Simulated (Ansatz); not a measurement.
Cost and result up the ladder for TiO4H4 (9 atoms). The state is a singlet with charge 0. Geometry: PBE-D4/def2-SVP.

```xyz
9

Ti   -0.2188    0.3631    0.6074
O     1.3406   -0.1235   -0.8175
O    -0.6040   -1.4049    0.7861
O    -1.6666    1.4161    0.4268
O    -0.7765    1.5087   -0.7215
H     1.1652    0.2832   -1.6889
H     1.2972   -1.0913   -0.9522
H     0.8469    0.9779    1.8232
H    -1.3840   -1.9292    0.5367
```

Ansatz on 2 threads of Arm Neoverse V1 on a shared host. Times are rough, and most runs start from the orbitals of an earlier one. CAM-B3LYP-D4/def2-TZVP serves as the yardstick here, not as an exact answer. Binding counts from free atoms at the same level (Ti triplet, O triplet, H doublet; other spins of the atoms weren't run), without zero-point energy or a counterpoise term.

Correlated methods freeze 9 core orbitals; core or outer-core shells of Ti are correlated, in sets that lack core-valence functions. The structure holds one bond between oxygen atoms, so isomers without such links may lie far lower. No other spin state of charge 0 was run. Another isomer (singlet) lies 0.39 eV lower at PBE0-D4/def2-TZVP; other spin states weren't run for this one.

Correlated methods converge slowly with the basis.

```csv
level,functions,binding energy per atom (eV),difference from CAM-B3LYP-D4/def2-TZVP (eV),remarks
PBE0-D4/def2-TZVP,193,3.62,-0.04,–
CCSD(T)/def2-TZVP,193,3.55,-0.12,test for broken spin undecided
CAM-B3LYP-D4/def2-TZVP,193,3.67,0.00,–
B97M-V/def2-TZVP,193,3.72,0.06,–
```

(1) Estimate how long each takes.

Answers

(1) CAM-B3LYP-D4/def2-TZVP 6 s; PBE0-D4/def2-TZVP 6.5 s; B97M-V/def2-TZVP 14 s; CCSD(T)/def2-TZVP 3.8 min. On shared hardware such times vary by a factor of up to 3.
